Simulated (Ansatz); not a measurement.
```yaml
atoms:
  - { symbol: Si, position_ang: [0.0000, 0.0000, 0.0000] }
  - { symbol: F, position_ang: [0.8426, 0.8426, 0.8426] }
  - { symbol: F, position_ang: [0.8426, -0.8426, -0.8426] }
  - { symbol: F, position_ang: [-0.8426, 0.8426, -0.8426] }
  - { symbol: F, position_ang: [-0.8426, -0.8426, 0.8426] }
```

Basis set: def2-TZVP (spherical functions). Correlated methods keep 9 orbitals frozen. Charge 0, multiplicity 1.

Computed with Ansatz (development build ahead of 0.2.0); each method stands on the lowest determinant of its kind that the runs found. Restricted open shells among the atoms or ions are ROHF, correlated in semicanonical orbitals with singles.

Question: Give the atomization energy at this shape (free ground-state atoms in the same class of orbitals less the molecule, no zero-point energy) of singlet SiF₄ by RHF-MP2, RHF.

Answer:

```csv
method,atomization energy
RHF-MP2,558.46 kcal/mol
RHF,425.39 kcal/mol
```

Caution: no unrestricted run beside it, a lower state can exist; the shape is not the minimum.
